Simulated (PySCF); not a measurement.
**C2H8OSi2**

C2H8OSi2 is a carbene (divalent C1, bonded to 1 C + 1 O), neutral, singlet. The structure, one conformer, was relaxed in the gas phase by PBE0-D3(BJ)/def2-SVP. No frequency run checks that it is a minimum.

The strong deshielding of the divalent centre rests on a low-lying excitation, and density functionals tend to overstate it.

SMILES: [SiH3]C[C]O[SiH3]

```xyz
13

C     1.342    0.158   -0.318
O     0.910    1.397   -0.286
Si   -0.625    2.138   -0.545
C     0.291   -0.832   -0.570
Si    0.043   -1.614    1.163
H    -1.096    1.900   -1.939
H    -1.624    1.618    0.434
H    -0.366    3.579   -0.313
H    -0.685   -0.492   -0.983
H     0.683   -1.678   -1.158
H     1.238   -2.409    1.554
H    -1.149   -2.510    1.062
H    -0.233   -0.554    2.176
```
Atoms count from 1 in this order.

Shieldings: GIAO PBE0/pcSseg-2. Shifts are against computed references at the same level: C TMS (σ 184.1 ppm), H TMS (σ 31.24 ppm), Si TMS (σ 341.3 ppm). Core levels by delta-SCF with SCAN, pcX-2 on the ionised atom and pcseg-1 elsewhere, spin-free X2C (2p3/2 is the spin-free 2p value less a third of a first-order spin-orbit splitting); from the vacuum level, for chosen atoms.

Problem. Give the shieldings and core levels atom by atom.

Solution. 
```json
{"atoms": "C1", "bonded to": "1 C + 1 O", "σ (ppm)": "-332.5", "δ (ppm)": "516.7", "core level (eV)": "1s 292.04"}
{"atoms": "O2", "bonded to": "1 C + 1 Si", "σ (ppm)": "-79.0", "δ (ppm)": "-", "core level (eV)": "1s 539.01"}
{"atoms": "Si3", "bonded to": "1 O + 3 H", "σ (ppm)": "396.7", "δ (ppm)": "-55.4", "core level (eV)": "2p3/2 107.68"}
{"atoms": "C4", "bonded to": "1 C + 1 Si + 2 H", "σ (ppm)": "119.2", "δ (ppm)": "64.9", "core level (eV)": "1s 290.57"}
{"atoms": "Si5", "bonded to": "1 C + 3 H", "σ (ppm)": "412.3", "δ (ppm)": "-71.0", "core level (eV)": "2p3/2 107.06"}
{"atoms": "H6 H7 H8", "bonded to": "1 Si", "σ (ppm)": "25.94", "δ (ppm)": "5.30", "core level (eV)": "-"}
{"atoms": "H9", "bonded to": "1 C", "σ (ppm)": "27.90", "δ (ppm)": "3.35", "core level (eV)": "-"}
{"atoms": "H10", "bonded to": "1 C", "σ (ppm)": "25.63", "δ (ppm)": "5.62", "core level (eV)": "-"}
{"atoms": "H11 H12 H13", "bonded to": "1 Si", "σ (ppm)": "27.29", "δ (ppm)": "3.95", "core level (eV)": "-"}
```

Values are those of this one static structure, with the three H of a rotating XH3 group averaged; atoms that internal rotation interchanges would show their mean in an NMR spectrum.

The core-hole state of C1 is spin-contaminated (⟨S²⟩ 0.83 against 0.75 for a pure doublet), so that value and differences from it are less sure.

Problem. Which of Si3, Si5 holds its core electrons tightest, and by how much against the loosest?

Solution. Si3 (bonded to 1 O + 3 H), by 0.62 eV over Si5 (bonded to 1 C + 3 H).

Problem. By CAM-B3LYP/def2-SVPD (TDDFT singlets, Tamm-Dancoff triplets, ionisation by delta-SCF), where does absorption start, and what does vertical ionisation take?

Solution. The lowest singlet lies at 2.72 eV (f 0.005), the strongest of the first 6 at 5.19 eV (f 0.048), the lowest triplet at 1.37 eV; vertical ionisation takes 7.89 eV.
